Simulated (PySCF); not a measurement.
BiF2, SMILES [F][Bi][F], multiplicity 2. Atoms are numbered in the order given.

```xyz
3

Bi     0.0000     0.0000    -0.2408
F      0.0000    -1.5066     1.1103
F      0.0000     1.5066     1.1103
```
Charge 0, spin multiplicity 2.

Geometry optimised at B3LYP-D3(BJ)/def2-TZVP. The multiplicity is an assumed one; other spin states were not compared. The isomer is the one that the SMILES or the coordinates give; other isomers of the formula were not compared. The def2 effective core potentials stand for the cores of Bi; spin–orbit coupling is left out.

These are PySCF with TDA-ωB97X/def2-SVPD values and carry that method's errors.

Vertical excitations. Isolated molecule, no solvent.

```csv
state,energy (eV),λ (nm),f,main pairs
root 1,2.50,497,0.000,α HOMO→LUMO 99 %
root 2,2.79,445,0.000,α HOMO→LUMO+1 98 %
root 3,5.26,236,0.007,β HOMO→LUMO 96 %
root 4,5.73,216,0.191,α HOMO→LUMO+2 95 %
root 5,5.87,211,0.000,β HOMO−1→LUMO 98 %
root 6,6.04,205,0.001,β HOMO−2→LUMO 93 %
root 7,6.52,190,0.001,β HOMO−3→LUMO 92 %
root 8,6.59,188,0.004,β HOMO−4→LUMO 97 %
root 9,6.69,185,0.000,"α HOMO−1→LUMO 37 %, β HOMO→LUMO+1 54 %"
root 10,6.90,180,0.000,"α HOMO−1→LUMO+1 35 %, β HOMO→LUMO+2 52 %"
```
Unrestricted roots are not spin-pure.
